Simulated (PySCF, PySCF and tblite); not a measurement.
A run on one conformer of C7H7NO, numbered as in [CH3:1][C:2](=[O:3])[c:4]1[cH:5][cH:6][n:7][cH:8][cH:9]1, from an ensemble study. The sound level was WP04/pcSseg-1 (IEF-PCM, chloroform) on GFN2-xTB geometries.

Input:

```
{"job": {"xc": "WP04", "basis": "pcSseg-1", "solvent": "water", "scf": {"max_cycle": 3}, "kind": "nmr", "pop": false}, "charge": 0, "multiplicity": 1}
C      2.458043     0.418099     0.150432
C      1.408423    -0.612113     0.476823
O      1.682101    -1.667390     0.998638
C     -0.002974    -0.272762     0.124842
C     -0.388893     0.922813    -0.478554
C     -1.733933     1.116031    -0.755245
N     -2.673790     0.229369    -0.478915
C     -2.311035    -0.905753     0.093686
C     -0.998198    -1.206481     0.415222
H      2.466270     0.616583    -0.919318
H      3.433129     0.047161     0.455319
H      2.245386     1.346804     0.675915
H      0.325778     1.689332    -0.731277
H     -2.078476     2.029207    -1.223071
H     -3.112929    -1.601640     0.301471
H     -0.726499    -2.140315     0.882622
```

Command: OMP_NUM_THREADS=1 python ens_run.py task.json out

Output:

```
final grid: 138264 points
cycle   1  E = -409.9483337202  dE =  1.490e+00  |g| = 1.130e+00  |ddm| = 4.023e+00
cycle   2  E = -409.2331278647  dE =  7.152e-01  |g| = 2.161e+00  |ddm| = 4.041e+00
cycle   3  E = -410.1616320299  dE = -9.285e-01  |g| = 3.473e-01  |ddm| = 3.374e+00
SCF not converged, last energy = -410.1616320299
```

Task: What is wrong with this calculation?

Result: The setting at fault: too few SCF cycles. (The solvent model also differs from the sound level's.) The run did not converge.
